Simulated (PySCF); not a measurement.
## Ga⁻ (gallium, charge -1) across methods

[Ar] 3d10 4s2 4p2, high-spin 3P determinant. All numbers are calculated (PySCF 2.14, scalar relativity by spin-free X2C-1e, in x2c-TZVPPall with one added diffuse shell each of s, p, d type (7s6p5d1f, 57 functions)).

| method | E (hartree) | mean ε 4s α (eV) | mean ε 4s β (eV) | mean ε 4p α (eV) | Σ⟨r²⟩ (bohr²) | ⟨S²⟩ |
| --- | --- | --- | --- | --- | --- | --- |
| PBE | -1943.566 | -4.187 | -3.386 | 1.439 | 83.74 | 2.002 |
| UHF | -1942.16739 | -7.828 | -5.593 | -0.487 | 79.83 | 2.013 |
| PW91 | -1944.017 | -4.225 | -3.416 | 1.429 | 83.08 | 2.002 |
| B97-3 | -1943.648 | -5.189 | -4.087 | 1.008 | 81.79 | 2.003 |
| wB97X | -1943.879 | -7.534 | -6.366 | -0.336 | 77.21 | 2.003 |
| r2SCAN0 | -1943.771 | -5.381 | -4.169 | 0.846 | 78.66 | 2.006 |
| PBE0 | -1943.578 | -5.197 | -4.061 | 0.932 | 80.36 | 2.003 |
| LDA | -1940.695 | -4.411 | -3.695 | 1.382 | 84.15 | 2.001 |
| r2SCAN | -1943.812 | -4.403 | -3.450 | 1.345 | 80.31 | 2.005 |

The highest occupied level is positive at PBE, PW91, B97-3, r2SCAN0, PBE0, LDA, r2SCAN: only the finite basis holds that electron, which in a density functional comes from self-interaction.
